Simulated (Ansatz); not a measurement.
Breaking the As1–H2 bond in AsH3 (SMILES [AsH3]) (multiplicity 1 held, fragments rigid). Energies count from the point at 1.525 Å.
Geometry at that point (charge 0, multiplicity 1):
```xyz
4

As     0.00043     0.00037     0.07075
H     -0.28140     1.23234    -0.78311
H     -0.93712    -0.86192    -0.76812
H      1.20444    -0.38272    -0.78356
```

Signs of static correlation in 6-31G, with CASSCF(2,2), from Ansatz (an electronic-structure program) runs.

| R (Å) | T1 of restricted CCSD | ⟨S²⟩ of UHF | largest double amplitude of restricted CCSD | weight of the CASSCF reference in MRCISD | CASSCF natural occupations |
|---|---|---|---|---|---|
| 1.220 | 0.008 | 0.000 | 0.060 | 0.954 | 1.99 0.01 |
| 1.373 | 0.008 | 0.000 | 0.060 | 0.953 | 1.98 0.02 |
| 1.525 | 0.008 | 0.000 | 0.060 | 0.953 | 1.97 0.03 |
| 1.678 | 0.010 | 0.000 | 0.080 | 0.953 | 1.95 0.05 |
| 1.830 | 0.011 | 0.000 | 0.093 | 0.953 | 1.93 0.07 |
| 2.059 | 0.015 | 0.191 | (withheld) | 0.952 | 1.89 0.11 |
| 2.288 | 0.020 | 0.573 | 0.253 | 0.952 | 1.82 0.18 |
| 2.669 | (withheld) | 0.852 | 0.417 | 0.951 | 1.65 0.35 |
| 3.050 | 0.045 | 0.951 | 0.574 | 0.951 | 1.46 0.54 |
| 3.508 | 0.057 | 0.991 | 0.738 | 0.951 | 1.26 0.74 |
| 4.118 | 0.062 | 1.005 | 0.880 | 0.951 | 1.12 0.88 |
| 4.881 | 0.060 | 1.008 | 0.960 | 0.951 | 1.04 0.96 |

### Question
Complete the blanks.

### Answer

- 2.059, largest double amplitude of restricted CCSD: 0.149
- 2.669, T1 of restricted CCSD: 0.032

Doubts at one or more of the structures used: a restricted determinant that unrestricted orbitals would lower (R-CCSD(T)/6-31G); other coupled-cluster roots lie near (R-CCSD(T)/6-31G); T1 above 0.05 (R-CCSD(T)/6-31G, U-CCSD(T)/6-31G); a spin-contaminated determinant (U-CCSD(T)/6-31G).
